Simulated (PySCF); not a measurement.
Cd+: excitation energy

Cd+ [Kr] 4d10 5s1 (2S) → Cd+ [Kr] 4d10 5p1 (2P), as a difference of total energies. All numbers are calculated (PySCF 2.14, scalar relativity by spin-free X2C-1e, in x2c-TZVPPall (8s6p6d2f1g, 79 functions)). Correlated levels: valence: [Kr] frozen; valence and next inner shell: [Ar] 3d10 frozen. The calculations carry no spin-orbit coupling.

```json
{"method": "UHF", "excitation energy (cm⁻¹)": "41680"}
{"method": "LDA", "excitation energy (cm⁻¹)": "46925"}
{"method": "PBE", "excitation energy (cm⁻¹)": "45357"}
{"method": "PBE0", "excitation energy (cm⁻¹)": "44788"}
{"method": "r2SCAN", "excitation energy (cm⁻¹)": "45017"}
{"method": "B2PLYP", "excitation energy (cm⁻¹)": "45462"}
{"method": "BP86", "excitation energy (cm⁻¹)": "45684"}
{"method": "TPSSh", "excitation energy (cm⁻¹)": "44592"}
{"method": "HSE06", "excitation energy (cm⁻¹)": "44903"}
{"method": "MP2 (valence)", "excitation energy (cm⁻¹)": "45643"}
{"method": "SCS-MP2 (valence)", "excitation energy (cm⁻¹)": "45186"}
{"method": "MP2 (valence and next inner shell)", "excitation energy (cm⁻¹)": "46348"}
{"method": "SCS-MP2 (valence and next inner shell)", "excitation energy (cm⁻¹)": "45649"}
```

Errors of the correlated levels include the incompleteness of this basis and the frozen core.

The basis was made for the ground configuration and has no added diffuse functions, so the excitation energy can come out too high.

For comparison: 45791 cm⁻¹ (measured; NIST levels, between the centres of gravity of the two terms).
